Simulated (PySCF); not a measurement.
C9H6N4, SMILES C1C2=NC=CC3=NC=CC(N32)=NC=1.

Geometry optimised at r2SCAN-D4/def2-SVP.

All values below come from TDA-ωB97X/def2-SVP (PySCF).

Vertical excitations; the highest root listed may be one member of a degenerate set. The molecule is in vacuum. State labels are in the subgroup Cs.

| state | symmetry | energy (eV) | λ (nm) | f | main pairs |
|---|---|---|---|---|---|
| S1 | A' | 2.45 | 506 | 0.000 | HOMO→LUMO 97 % |
| S2 | A' | 4.71 | 263 | 0.400 | HOMO→LUMO+1 (degenerate set) |
| S3 | A' | 4.71 | 263 | 0.400 | HOMO→LUMO+2 (degenerate set) |
| S4 | A" | 4.87 | 254 | 0.000 | HOMO−1→LUMO, HOMO−2→LUMO, HOMO−3→LUMO+1 (degenerate set) |
| S5 | A" | 4.87 | 254 | 0.000 | HOMO−2→LUMO, HOMO−1→LUMO, HOMO−3→LUMO+2 (degenerate set) |
| S6 | A" | 4.93 | 251 | 0.000 | HOMO−3→LUMO 73 % |
| T1 | A' | 2.08 | 597 | 0 | HOMO→LUMO 95 % |
| T2 | A' | 2.98 | 415 | 0 | HOMO→LUMO+1 91 % |
Triplets are in the Tamm–Dancoff approximation.
